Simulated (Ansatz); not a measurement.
Reaction (ligand exchange at the Si–N bond): `O=C=N[SiH](F)Cl` + `[NH2][GeH2][Cl]` → `F[SiH](Cl)[NH][GeH2][Cl]` + `N=C=O`

Program: Ansatz. Geometries: PBE0-D4/def2-TZVP. ΔE: electronic, gas phase. CCSD(T)/CBS adds triple-zeta CCSD(T) − MP2 to the extrapolated MP2 energy (def2 sets, frozen cores). This one scheme is used for every species. Functionals use def2-TZVPP. B3LYP here is the variant with VWN-RPA as its local correlation; programs differ in this. For Ge outer-core shells are correlated without core-valence functions, which leaves a few kJ/mol of doubt a bond. Scalar relativity is left out up to krypton. Each species was taken in one conformer, which may not be the lowest.

| level | ΔE (kJ/mol) | difference from CCSD(T)/CBS |
| --- | --- | --- |
| PBE-D4 | 22.0 | 0.3 |
| r2SCAN-D4 | 24.9 | 3.2 |
| PBE0-D4 | 23.5 | 1.8 |
| B3LYP-D4 | 23.9 | 2.2 |
| ωB97X-V | 23.0 | 1.3 |
| ωB97M-V | 21.9 | 0.2 |
| B2PLYP | 28.7 | 7.0 |
| PBE | 27.3 | 5.6 |
| r2SCAN | 26.4 | 4.7 |
| PBE0 | 28.4 | 6.7 |
| B3LYP | 32.6 | 10.9 |
| HF/def2-TZVPP | 38.4 | 16.7 |
| MP2/def2-TZVPP | 23.4 | 1.7 |
| SCS-MP2/def2-TZVPP | 25.3 | 3.6 |
| CCSD/def2-TZVPP | 24.2 | 2.5 |
| CCSD(T)/def2-TZVPP | 21.9 | 0.2 |
| HF/def2-QZVPP | 38.5 | 16.8 |
| MP2/def2-QZVPP | 23.3 | 1.6 |
| SCS-MP2/def2-QZVPP | 25.4 | 3.7 |
| HF/CBS(def2) | 38.5 | 16.8 |
| MP2/CBS(def2) | 23.2 | 1.5 |
| CCSD/CBS(def2) | 24.0 | 2.3 |
| CCSD(T)/CBS | 21.7 | 0 |

Largest T1 diagnostic among the species: 0.018.

In def2-TZVPP, CCSD(T) changes the Hartree–Fock value by −16.5 kJ/mol (the triples alone add −2.3 kJ/mol) and MP2 by −15.0 kJ/mol. The D4 term adds −8.7 kJ/mol with B3LYP and −5.0 kJ/mol with PBE0; it sums over pairs of atoms, weighted by their polarisabilities, and B3LYP, whose exchange is more repulsive, gets the larger term.
